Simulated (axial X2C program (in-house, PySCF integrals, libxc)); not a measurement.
**Bond lengths and stretching modes, held linear, of GeCO**

Computed with an axial X2C code built on PySCF integrals: two-component X2C with atomic mean-field Coulomb and Gaunt terms, Gaussian nuclei, basis Ge dyall-v3z, C dyall-v3z, O dyall-av3z with contracted cores. Spin-free rows use the one-electron spin-free X2C Hamiltonian.

Masses Ge 73.921, C 12.000, O 15.995 u. States: 2c Ω = 1 (beyond evenly filled blocks: ω = -1/2, ω = 3/2); spin-free M_S = 1, Λ = 0 (beyond evenly filled blocks: π+α, π-α).

TPSSh, spin-free: energies above the lowest point

```json
{"r(Ge–C) (Å)": "1.8788", "r(C–O) (Å)": "1.1212", "E (meV)": "94.26"}
{"r(Ge–C) (Å)": "1.8788", "r(C–O) (Å)": "1.1500", "E (meV)": "21.86"}
{"r(Ge–C) (Å)": "1.8788", "r(C–O) (Å)": "1.1787", "E (meV)": "34.77"}
{"r(Ge–C) (Å)": "1.9270", "r(C–O) (Å)": "1.1212", "E (meV)": "64.99"}
{"r(Ge–C) (Å)": "1.9270", "r(C–O) (Å)": "1.1500", "E (meV)": "0.00"}
{"r(Ge–C) (Å)": "1.9270", "r(C–O) (Å)": "1.1787", "E (meV)": "20.01"}
{"r(Ge–C) (Å)": "1.9270", "r(C–O) (Å)": "1.2075", "E (meV)": "109.27"}
{"r(Ge–C) (Å)": "1.9752", "r(C–O) (Å)": "1.1212", "E (meV)": "66.04"}
{"r(Ge–C) (Å)": "1.9752", "r(C–O) (Å)": "1.1500", "E (meV)": "8.18"}
{"r(Ge–C) (Å)": "1.9752", "r(C–O) (Å)": "1.1787", "E (meV)": "35.04"}
{"r(Ge–C) (Å)": "2.0234", "r(C–O) (Å)": "1.1500", "E (meV)": "38.94"}
{"r(Ge–C) (Å)": "2.0234", "r(C–O) (Å)": "1.2075", "E (meV)": "174.56"}
```

Fit a quadratic surface with cubic terms in each bond: where is the minimum, and what are the two stretching wavenumbers?

At TPSSh, spin-free: bonds 1.934 and 1.157 Å; harmonic stretches 406.8 and 1957.4 cm⁻¹; force constants 1.99, 15.7 and coupling 0.79 mdyn/Å.

The other levels and Hamiltonians give:

```tsv
Hamiltonian	level	r(Ge–C) (Å)	r(C–O) (Å)	lower stretch (cm⁻¹)	upper stretch (cm⁻¹)
2c	PBE0	1.925	1.149	413.5	2009.3
2c	HF	1.859	1.119	452.3	2151.3
2c	TPSSh	1.934	1.157	406.3	1957.2
2c	MP2	1.934	1.157	402.5	1991.7
spin-free	PBE0	1.925	1.149	413.9	2009.5
```

Each state is one determinant, the lowest of a limited PBE0 search; the stretches come from a fit to these few points and carry an uncertainty of a few per cent. Other orders of the atoms were not compared. Left out for rough or failed fits: HF spin-free, MP2 spin-free. MP2 freezes inner shells (threshold -2 hartree). The molecule was held linear; bending was not examined, so a bent shape may lie lower. Open-shell Ω = 0 determinants with evenly filled partner blocks cannot be reached by this program, so the Ω shown need not be the lowest component. Note: several unpaired electrons, one determinant need not be a pure state.
